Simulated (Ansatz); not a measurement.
H4O4Ta, SMILES [OH][Ta]([OH])([OH])[OH] (connectivity only; charge and spin as stated), neutral, multiplicity 2.

Geometry: r2SCAN-D4/def2-SVP. The spin state was assumed, not searched. The def2 effective core potentials stand for the cores of Ta; spin–orbit coupling is left out. The values are those of a single conformer.

Two levels are set side by side: PBE/def2-TZVPD (Ansatz, an electronic-structure program) and PBE0/def2-TZVPD (Ansatz). Energy differences of separate SCF runs at the same geometry; the states with an electron removed or added have multiplicity 1 and 1. Differences are taken from unrounded values.

| quantity | PBE0 | PBE | PBE minus PBE0 |
|---|---|---|---|
| vertical ionisation energy (eV) | 6.99 | 6.71 | -0.28 |
